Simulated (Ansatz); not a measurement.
Al₃P₄⁻. Charge -1, multiplicity 3. Geometry r2SCAN-D4/def2-SVPD; atoms count from 1.

Cartesian coordinates in Å:
```
Al -0.1276 -1.2216 -1.3351
Al -1.1074 1.4104 0.6235
Al 1.2426 -0.0582 0.5648
P 1.0020 2.0536 1.4057
P 2.1483 -1.1346 -1.2224
P -1.0728 -1.0035 0.9564
P -2.0851 -0.0462 -0.9929
```

At PBE0-D4/def2-TZVPD a singlet of charge -1 lies 0.50 eV below the triplet, each at its own geometry. The structure comes from a short search, and lower isomers may exist.

Problem. Estimate the Mulliken populations from the PBE0/def2-TZVPD orbitals of Ansatz.

Solution. 
| atom | charge (e) | spin (α − β) |
| --- | --- | --- |
| Al1 | 0.02 | 0.16 |
| Al2 | -0.05 | 0.52 |
| Al3 | 0.19 | -0.11 |
| P4 | -0.31 | 0.82 |
| P5 | -0.32 | 0.35 |
| P6 | -0.35 | 0.19 |
| P7 | -0.18 | 0.08 |
Mulliken values and Mayer orders depend strongly on the basis. With diffuse functions, as here, like atoms can get unlike values, and bond orders can come out too low or too high.

Problem. Where does the spin sit?

Solution. Summed by element: Al 0.56, P 1.44, of 2 unpaired in all. Largest on single atoms: P4 0.82, Al2 0.52, P5 0.35.

Problem. And the Mayer bond orders between bonded heavy atoms (over 0.3)?

Solution. Al1–Al3 0.37 (2.62 Å); Al1–P5 1.21 (2.28 Å); Al1–P6 0.59 (2.49 Å); Al1–P7 0.99 (2.31 Å); Al2–P4 0.99 (2.34 Å); Al2–P6 0.66 (2.44 Å); Al2–P7 0.82 (2.39 Å); Al3–P4 1.08 (2.29 Å); Al3–P5 1.24 (2.27 Å); Al3–P6 0.57 (2.53 Å); P6–P7 0.80 (2.40 Å). Values over 0.3 also appear between atoms too far apart for a bond (Al1–Al2 0.30 at 3.42 Å); they arise where an orbital or an unpaired electron spreads over both atoms.
